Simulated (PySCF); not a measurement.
Harmonic spectrum computed at PBE0 in the def2-TZVP basis family (core potentials from Rb on, PySCF, no spin–orbit coupling):

```json
{"symmetry": "a1", "ω (cm⁻¹)": "536", "IR (km/mol, summed over degenerate members)": "36.7"}
{"symmetry": "e", "ω (cm⁻¹)": "603", "IR (km/mol, summed over degenerate members)": "2.5"}
{"symmetry": "a1", "ω (cm⁻¹)": "972", "IR (km/mol, summed over degenerate members)": "156"}
{"symmetry": "e", "ω (cm⁻¹)": "983", "IR (km/mol, summed over degenerate members)": "31.9"}
{"symmetry": "e", "ω (cm⁻¹)": "2223", "IR (km/mol, summed over degenerate members)": "128"}
{"symmetry": "a1", "ω (cm⁻¹)": "2242", "IR (km/mol, summed over degenerate members)": "144"}
```

**Question.** Which molecule gave it? In each, all ligands are bound to the one heavy central atom.
A. H₃IS (singlet)
B. H₃AsS (singlet)
C. H₃NS (singlet)
D. H₃PS (singlet)

**Answer.** B. It has C3v symmetry with As–H 1.514 Å (×3), As–S 2.051 Å.
